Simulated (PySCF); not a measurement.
## Selenium: highly charged ions in a basis for the neutral atom

Se(14+) [Ar] 3d2, Se(15+) [Ar] 3d1. Calculation: PySCF 2.14, in def2-TZVP; the non-relativistic Hamiltonian (point nucleus). No spin-orbit coupling, so a gap to NIST mixes the basis error with missing relativistic terms.

Changed run: basis of the neutral atom used for a highly charged ion. This setting is unsound on purpose.

| species | method | sound run (hartree) | changed run (hartree) | converged |
| --- | --- | --- | --- | --- |
| Se(14+) | UHF | not run | -2306.23431 | yes |
| Se(14+) | M06-L | not run | -2307.16566 | yes |
| Se(14+) | LDA | not run | -2303.54552 | yes |
| Se(15+) | UHF | not run | -2288.59894 | yes |
| Se(15+) | M06-L | not run | -2289.48796 | yes |
| Se(15+) | LDA | not run | -2285.87677 | yes |

Ionisation energy of Se(14+):

```csv
method,changed run (eV),NIST (eV)
UHF,479.88,473 ± 3
M06-L,481.03,473 ± 3
LDA,480.79,473 ± 3
```

The contracted functions were made for the neutral atom and can be too rigid for a highly charged ion.
